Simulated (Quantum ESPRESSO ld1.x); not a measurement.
Values are calculated unless marked as measured or tabulated.
Species: Pb4+. Configuration: [Xe] 4f14 5d10.

Level of theory: Dirac Kohn-Sham, revPBE, spin-unpolarised, spherical densities, point nucleus (ld1.x of Quantum ESPRESSO 7.5).

Energy parts (eV):
total: -569412
kinetic: 663084
electron-nucleus: -1438288
Hartree: 216391
exchange-correlation: -10600

Orbitals (lengths in bohr, moments of r in powers of bohr; <r^-3> diverges for s and p1/2):
| orbital | occ. | eigenvalue (eV) | <r^-3> | <r^2> |
|---|---|---|---|---|
| 1s1/2 | 2 | -88025.4 | - | 0.0003570 |
| 2s1/2 | 2 | -15764.2 | - | 0.005361 |
| 2p1/2 | 2 | -15137.4 | - | 0.003775 |
| 2p3/2 | 4 | -12947.6 | 23390 | 0.004957 |
| 3s1/2 | 2 | -3815.18 | - | 0.03475 |
| 3p1/2 | 2 | -3532.99 | - | 0.03158 |
| 3p3/2 | 4 | -3044.37 | 5522 | 0.03792 |
| 3d3/2 | 4 | -2581.89 | 969.2 | 0.02892 |
| 3d5/2 | 6 | -2477.94 | 791.2 | 0.03064 |
| 4s1/2 | 2 | -895.788 | - | 0.1666 |
| 4p1/2 | 2 | -773.742 | - | 0.1691 |
| 4p3/2 | 4 | -654.145 | 1358 | 0.2003 |
| 4d3/2 | 4 | -455.721 | 216.3 | 0.2082 |
| 4d5/2 | 6 | -433.402 | 172.4 | 0.2190 |
| 5s1/2 | 2 | -184.911 | - | 0.8174 |
| 4f5/2 | 6 | -176.586 | 37.89 | 0.2433 |
| 4f7/2 | 8 | -171.553 | 35.90 | 0.2501 |
| 5p1/2 | 2 | -143.318 | - | 0.9371 |
| 5p3/2 | 4 | -120.950 | 250.2 | 1.130 |
| 5d3/2 | 4 | -63.1920 | 27.05 | 1.756 |
| 5d5/2 | 6 | -60.4673 | 21.10 | 1.868 |

The highest occupied level is 5d5/2 at -60.467 eV. The density falls to 0.001 e/bohr^3 at r = 3.01 bohr. Summed over all electrons, <r^2> = 33.97 bohr^2, which gives a Langevin (diamagnetic) susceptibility term of -26.9 x 10^-6 cm^3/mol.
